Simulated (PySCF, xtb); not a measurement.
(1Z,3Z)-1,4-dichlorobuta-1,3-diene (C4H4Cl2), SMILES Cl/C=C\C=C/Cl.

The structure is a stationary point at B3LYP-D3(BJ)/def2-SVP. Other conformers were not sampled.

Method: IEF-PCM-M06-2X/def2-SVP run with PySCF 2.14.0.

The values are the electrostatic part of the solvation free energy, E(continuum) − E(gas) at the gas-phase geometry, in a cavity of scaled van der Waals radii (PySCF's table); cavitation and dispersion terms are not included. In vacuum the orbital gap is 7.25 eV. The dipole moment in vacuum is 0.00 D.

```csv
solvent,ε,ΔG(elec) (kcal/mol),dipole (D),gap (eV)
water,78.36,-2.9,0.00,7.28
cyclohexanone,15.62,-2.7,0.00,7.28
n-hexane,1.88,-1.0,0.00,7.26
```

For comparison, GFN2-xTB/ALPB(water) (xtb, at the GFN2-xTB geometry, all terms of that model) gives -2.1 kcal/mol.
